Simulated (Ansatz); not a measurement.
CH4FNOSi can be A, `C=N[SiH](O)F`, or B, `FC1N[SiH2]O1`.

Isolated molecules relaxed with PBE0-D4/def2-TZVP in Ansatz; ΔE leaves out vibrations. CBS: MP2 limit from def2 TZ/QZ plus the TZ coupled-cluster correction, frozen cores. Functionals use def2-TZVPP. One conformer a species, not always the lowest.

Question: Which isomer does CCSD(T)/CBS put lower? Give the gap. (Estimate.)

Answer: The calculation gave: A, by 54.4 kcal/mol.

Question: Give E(B) − E(A) in kcal/mol with CCSD(T)/def2-TZVPP, ωB97M-V, HF/def2-TZVPP, LDA (SPW92), MP2/def2-TZVPP, BLYP-D4, r2SCAN-D4. (Best estimate.)

Answer: Ansatz gave: CCSD(T)/def2-TZVPP 53.4, ωB97M-V 50.9, HF/def2-TZVPP 56.8, LDA (SPW92) 40.3, MP2/def2-TZVPP 54.0, BLYP-D4 55.6, r2SCAN-D4 50.5. None reverses the order clearly.

Question: Does the order hold for the free energy at 298.15 K (harmonic terms from PBE0-D4)? (Estimate.)

Answer: Computed: Yes: G(B) − G(A) = +56.7 kcal/mol, for one conformer each. Modes under 60 cm⁻¹, often nearly free rotors, make the harmonic entropy too high.

Largest T1 diagnostic: 0.013.

From r2SCAN to r2SCAN0 (25 % exact exchange), in def2-TZVPP and without D4, E(B) − E(A) moves by −0.8 kcal/mol. At CCSD(T), def2-SVP lies −8.0 kcal/mol from the extrapolated value and def2-TZVPP −1.1 kcal/mol.
